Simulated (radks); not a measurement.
Problem. The gadolinium ion Gd12+, 52 electrons, occupied as [Kr] 4d10 4f4 5s2. All-electron calculation, scalar-relativistic Kohn-Sham, SCAN, spin-polarised, spherical densities, finite nucleus; open shells are filled with parallel spins first (spin-orbit coupling, left out, can overturn this in heavy ions); meta-GGA in the generalised Kohn-Sham scheme; Fermi nuclear charge, rms radius 5.1569 fm. Program: a radial shooting solver on a logarithmic mesh with Libxc functionals. Some entries of the table are withheld. Estimate them.

orbital,occ.,eigenvalue (hartree),r(max) (bohr),<1/r> (bohr^-1)
1s down,1,-1852.044,0.01392,71.64
1s up,1,-1852.044,0.01392,71.64
2s up,1,-313.5458,0.07892,16.64
2s down,1,-313.5426,0.07892,16.64
2p up,3,-279.7901,0.06396,15.52
2p down,3,-279.7880,0.06396,15.52
3s up,1,-76.37698,0.2239,6.113
3s down,1,-76.28284,0.2238,6.121
3p up,3,-65.84174,0.2198,5.739
3p down,3,-65.74494,0.2197,5.747
3d up,5,-51.93773,0.1804,5.437
3d down,5,-51.85913,0.1802,5.444
4s up,1,-21.99411,0.5138,2.596
4s down,1,-21.78980,0.5135,2.592
4p up,3,-18.45634,0.5349,2.400
4p down,3,-18.25303,0.5347,2.396
4d up,5,-13.53937,(1),2.148
4d down,5,-13.33217,(2),2.141
5s up,1,-8.62656,1.092,1.187
5s down,1,-8.51878,1.100,1.176
4f up,4,-8.11103,0.5324,1.779

Solution. 
(1) 4d up r(max) (bohr): 0.5520
(2) 4d down r(max) (bohr): 0.5522
